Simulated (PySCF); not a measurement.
C7H10BFO2.
Atom-mapped SMILES: `[CH2:1]=[CH:2][CH2:3][C:4]1=[O+:5][B@@H-:6]([CH3:7])[O:8][CH:9]=[C:10]1[F:11]` (hydrogens: H12, H13 on C1; H14 on C2; H15, H16 on C3; H17 on B6; H18, H19, H20 on C7; H21 on C9)

Method used: PySCF, PBE0-D3(BJ)/def2-SVP geometry optimisation, gas phase.

What internal coordinates does the optimisation give?

```csv
bond,length (Å),order
C1=C2,1.332,double
C2–C3,1.505,single
C3–C4,1.495,single
C4=O5,1.273,double
O5–B6,1.552,single
B6–C7,1.595,single
B6–O8,1.549,single
O8–C9,1.269,single
C9=C10,1.387,double
C10–F11,1.339,single
C4–C10,1.401,single
C1–H12,1.095,single
C1–H13,1.093,single
C2–H14,1.096,single
C3–H15,1.103,single
C3–H16,1.098,single
B6–H17,1.213,single
"C7–H18, C7–H19, C7–H20",1.103,single
C9–H21,1.101,single
```

Bonds in one row agree within 0.01 Å and their mean is given. Orders are formal, as drawn. A selection of angles:
```csv
angle,degrees
C1–C2–C3,124.1
C2–C3–C4,109.5
C3–C4–O5,117.6
C3–C4–C10,122.0
O5–C4–C10,120.4
C4–O5–B6,121.3
O5–B6–C7,109.4
O5–B6–O8,105.2
C7–B6–O8,109.7
B6–O8–C9,119.6
O8–C9–C10,122.9
C9–C10–F11,119.8
C4–C10–C9,118.6
C4–C10–F11,120.4
```

Torsions: C1–C2–C3–C4 -118° (anticlinal); C2–C3–C4–O5 -78° (synclinal); C3–C4–O5–B6 166° (antiperiplanar); C4–O5–B6–C7 -82° (synclinal); O5–B6–O8–C9 -35° (synclinal); B6–O8–C9–C10 14° (synperiplanar); O8–C9–C10–F11 180° (antiperiplanar); C3–C4–C10–C9 167° (antiperiplanar).

B6 (four-coordinate boron) is distorted tetrahedral (angles from 105.2° to 117.4°). Of the pairs four or more bonds apart, F11···H16 is among the closest relative to their van der Waals radii: 2.46 Å, 92 % of the sum of Bondi's values. The C–C distances run from 1.332 Å (C1=C2, drawn double) to 1.505 Å (C2–C3, drawn single), a spread of 0.173 Å. O5 (oxygen bonded to B and C) is bent (angle 121.3°). The 6-membered ring C4–O5–B6–O8–C9–C10 has internal angles of 105.2° to 122.9°; it is puckered, 0.15 Å rms from its mean plane, widest ring torsion 36°.

Point group: C1 (no symmetry element, even within 0.4 Å). Stationary, but not proved a minimum. One conformer, not necessarily the lowest.
